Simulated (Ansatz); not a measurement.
Input for Ansatz (a first-principles code): R-CCSD(T)/def2-SVP on H3NSSn (SMILES [NH2][Sn][SH]), a point of a torsion scan. Elements past Kr take the def2 small-core potentials; no spin–orbit coupling. The run froze 15 orbitals, filled d shells among them.

Ansatz 0.2 input:
```yaml
crystal:
  periodic: [false, false, false]
  atoms:
    - {symbol: N, position_ang: [-1.25371156, 0.15625353, 0.22999805]}
    - {symbol: Sn, position_ang: [-1.03983496, -1.36754154, 1.57389240]}
    - {symbol: S, position_ang: [0.32703279, -0.04845853, 3.12152241]}
    - {symbol: H, position_ang: [-0.58762712, 0.89832281, 0.06552883]}
    - {symbol: H, position_ang: [-1.81741834, 0.07693158, -0.60631286]}
    - {symbol: H, position_ang: [0.50624583, -0.99130164, 4.03833627]}
basis:
  gaussian:
    orbitals: def2-SVP
magnetization: {spin_polarized: false}
correlation: {method: ccsd_t, electrons: outside_noble_gas}
scf: {lower_state_search: off}
```

Output:

```
WARN ansatz: RAYON_NUM_THREADS=1 ignored (pool sized by the plan → 1); use --threads N
Functional definition: HF
these checks for a lower state are left out or cut short: stability, starts, cluster_reference, orbital_swaps, neighbouring_geometries, increment
integrals: 0.06 GiB planned
804 factors; integrals over basis functions are off by at most 1.1e-3 eV
mean field: 0.15 GiB planned
mean field evaluation 1: about -18145.5076 eV, gradient 3.4e1 eV
mean field evaluation 2: about -18145.5179 eV, gradient 3.4e1 eV
mean field evaluation 4: about -18148.5253 eV, gradient 2.7e0 eV
mean field evaluation 8: about -18148.5658 eV, gradient 6.4e-4 eV
mean field -18148.56575614 eV, -666.9474899984 hartree, gradient 8.3e-6 eV, S^2 0.000000; 0 other end points of the search recorded, 0 dependent functions left out
15 core orbitals not correlated
reference -18148.56575614 eV, -666.9474899984 hartree; 9, 9 occupied and 49, 49 virtual orbitals, 804 factors
second order -10.15776098 eV of doubles, -0.00000000 eV of singles
coupled cluster: 0.14 GiB planned
cycle   1  -10.70509218 eV  change   -5.5e-1 eV  update   9.7e-2
cycle   2  -11.01551363 eV  change   -3.1e-1 eV  update   3.2e-2
cycle   3  -11.11207972 eV  change   -9.7e-2 eV  update   2.1e-2
cycle   4  -11.10900693 eV  change    3.1e-3 eV  update   7.1e-3
cycle   5  -11.10636272 eV  change    2.6e-3 eV  update   3.6e-3
cycle   6  -11.10665311 eV  change   -2.9e-4 eV  update   1.4e-3
cycle   7  -11.10639529 eV  change    2.6e-4 eV  update   5.3e-4
cycle   8  -11.10650014 eV  change   -1.0e-4 eV  update   1.9e-4
cycle   9  -11.10653534 eV  change   -3.5e-5 eV  update   8.0e-5
cycle  10  -11.10651262 eV  change    2.3e-5 eV  update   2.9e-5
cycle  11  -11.10652765 eV  change   -1.5e-5 eV  update   1.2e-5
perturbative correction -0.34594931 eV, -0.0127134028 hartree
Total energy: -18160.01823310 eV, -667.3683607641 hartree
Checks for a lower state left out: stability, starts, cluster_reference, orbital_swaps, neighbouring_geometries, increment
```

The calculation finished and met its thresholds.

Cost: very roughly 2.8 core-seconds.
